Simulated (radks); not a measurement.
Removal energies from the potassium ion K7+, [Ne] 3s2, by Delta-SCF beside the eigenvalue of the level emptied. All-electron calculation, scalar-relativistic Kohn-Sham, LDA (Slater exchange, Perdew-Wang correlation), spin-polarised, spherical densities, finite nucleus; Fermi nuclear charge, rms radius of each element as measured or else 0.836 A^(1/3) + 0.57 fm. Program: a radial shooting solver on a logarithmic mesh with Libxc functionals. Open shells are filled with parallel spins first.

[
 {"removed from": "3s", "final configuration": "[Ne] 3s1", "Delta-SCF (eV)": "154.93", "-eigenvalue (eV)": "145.94"},
 {"removed from": "2p", "final configuration": "[He] 2s2 2p5 3s2", "Delta-SCF (eV)": "445.93", "-eigenvalue (eV)": "417.27"},
 {"removed from": "2s", "final configuration": "[He] 2s1 2p6 3s2", "Delta-SCF (eV)": "514.22", "-eigenvalue (eV)": "488.37"},
 {"removed from": "1s", "final configuration": "1s1 2s2 2p6 3s2", "Delta-SCF (eV)": "3755.4", "-eigenvalue (eV)": "3656.5"}
]
